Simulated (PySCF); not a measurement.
Isomers of C5H10FN3Si, one GFN2-xTB conformer each. Single-point energies are computed at PBE0/pcSseg-1 (PySCF, gas phase, no added dispersion term), electronic only.

Question: Rank them by PBE0/pcSseg-1 energy, lowest first (kJ/mol).
A. `C[Si](C)(C)C1=NNC(F)=N1`
B. `[CH3:1][NH:2][SiH2:3][n:4]1[c:5]([F:6])[cH:7][n:8][c:9]1[CH3:10]` with C1–N2–Si3–N4 175°, N2–Si3–N4–C5 123°
C. `[CH3:1][NH:2][SiH2:3][n:4]1[cH:5][n:6][cH:7][c:8]1[CH2:9][F:10]` with C1–N2–Si3–N4 -63°, N2–Si3–N4–C5 -20°, C7–C8–C9–F10 -126°
D. `C[Si](C)(C)n1ncc(F)n1`
E. `[N:1]#[C:2][CH2:3][Si@@H:4]1[NH:5][CH2:6][C@H:7]([CH2:8][F:9])[NH:10]1` with C2–C3–Si4–N5 169°, C6–C7–C8–F9 69°, C3–Si4–N5–C6 -143°, Si4–N5–C6–C7 37°, N5–C6–C7–C8 85°, C6–C7–N10–Si4 20°

Answer: C (0.0), E (4.7), A (8.5), D (11.3), B (11.9).

Neighbours under 10 kJ/mol apart (CN[SiH2]n1cncc1CF and N#CC[Si@@H]1NC[C@H](CF)N1; N#CC[Si@@H]1NC[C@H](CF)N1 and C[Si](C)(C)c1n[nH]c(F)n1; C[Si](C)(C)c1n[nH]c(F)n1 and C[Si](C)(C)n1ncc(F)n1; C[Si](C)(C)n1ncc(F)n1 and CN[SiH2]n1c(F)cnc1C) can change places with a better method, another conformer or zero-point energy. GFN2-xTB itself gives, in the same order: 26.8, 152.3, 238.4, 203.4, 0.0. GFN2-xTB puts CN[SiH2]n1c(F)cnc1C lowest instead; measured from each level's own lowest isomer, the values differ by up to 229.9 kJ/mol (C[Si](C)(C)c1n[nH]c(F)n1: 238.4 against 8.5).

Q: Which frontier levels, dipoles and rotational constants go with these structures?

A: 
| SMILES | HOMO (eV, PBE0/pcSseg-1) | LUMO (eV) | dipole (D) | A, B, C (MHz) |
| --- | --- | --- | --- | --- |
| CN[SiH2]n1cncc1CF | -6.71 | 0.17 | 3.73 | 1616, 918.2, 633.2 |
| N#CC[Si@@H]1NC[C@H](CF)N1 | -7.06 | 0.43 | 3.48 | 2177, 622.7, 554.3 |
| C[Si](C)(C)c1n[nH]c(F)n1 | -7.67 | 0.01 | 1.77 | 2137, 649.3, 595.7 |
| C[Si](C)(C)n1ncc(F)n1 | -7.58 | -0.24 | 2.35 | 2083, 708.5, 642.5 |
| CN[SiH2]n1c(F)cnc1C | -6.32 | 0.12 | 4.19 | 1792, 848.5, 620.9 |
